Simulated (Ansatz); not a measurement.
Start from `N=C(O)BN` and change one atom or group to get `N=[C](O)[AlH][F]`.

Ansatz, PBE0-D4/def2-TZVP geometries, multiplicity 1. Each molecule was computed in one conformer, which needn't be the lowest.

| property | `N=C(O)BN` |
| --- | --- |
| size of the dipole moment (B3LYP/def2-TZVPP) / D | 2.56 |
| HOMO energy (B3LYP/def2-TZVPP) / eV | -7.48 |
| HOMO–LUMO gap (ωB97M-V/def2-TZVPP) / eV | 11.27 |
| size of the dipole moment (ωB97M-V/def2-TZVPP) / D | 2.59 |
| size of the dipole moment (PBE/def2-TZVPP) / D | 2.59 |
| HOMO energy (PBE0/def2-TZVPP) / eV | -7.71 |

Problem. What does the change do to each property? (An estimate is asked.)

Solution. The calculation gave: 
| property | `N=[C](O)[AlH][F]` | shift |
| --- | --- | --- |
| size of the dipole moment (B3LYP/def2-TZVPP) / D | 2.52 | -0.04 |
| HOMO energy (B3LYP/def2-TZVPP) / eV | -7.86 | -0.38 |
| HOMO–LUMO gap (ωB97M-V/def2-TZVPP) / eV | 10.66 | -0.61 |
| size of the dipole moment (ωB97M-V/def2-TZVPP) / D | 2.52 | -0.07 |
| size of the dipole moment (PBE/def2-TZVPP) / D | 2.54 | -0.05 |
| HOMO energy (PBE0/def2-TZVPP) / eV | -8.08 | -0.37 |

With PBE0 the HOMO falls by 0.37 eV and the LUMO falls by 0.55 eV, so the gap narrows by about 0.18 eV. PBE moves the HOMO by -0.46 eV and ωB97M-V by -0.28 eV. Dipoles are sizes alone; their direction can turn.

B3LYP here is the variant with VWN-RPA as its local correlation; programs differ in this.
